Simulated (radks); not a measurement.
Values are calculated unless marked as measured or tabulated.
Spherical quantum dot in the effective-mass picture: electrons in a well V = -V0 / (1 + exp((r - R)/a)) with V0 = 22.9, R = 1.56, a = 0.08, all in effective atomic units (hartree* = m*/eps^2 hartree, bohr* = eps/m* bohr), one dielectric constant everywhere. Level of theory: non-relativistic Kohn-Sham, LDA (Slater exchange, Perdew-Wang correlation), spin-polarised, spherical densities (a radial shooting solver with Libxc functionals). Levels are named by radial order and angular momentum (1s, 1p, 1d, 2s, ...), and open shells are averaged over m. Results are scaled to m* = 0.176 and eps = 17.1, for which hartree* = 16.38 meV and bohr* = 5.141 nm.

N = 13, configuration 1s2 1p6 1d(up 5, down 0). This is the lowest configuration that the search found. Occupied and some empty levels:

level,occupation,eigenvalue (meV),<r> (nm)
1s up,1,-170.44,4.875
1s down,1,-167.32,4.840
1p up,3,-147.18,5.451
1p down,3,-143.68,5.441
1d up,5,-114.04,5.853
1d down,0,-110.40,5.853
2s up,0,-83.254,4.304
2s down,0,-81.270,4.318
1f up,0,-72.655,6.172
1f down,0,-69.005,6.177
2p up,0,-30.971,4.955
2p down,0,-28.657,4.956

Energy (meV): total -2894.22, kinetic 750.31, external -4639.5, Hartree 1168.4, exchange-correlation -173.46.
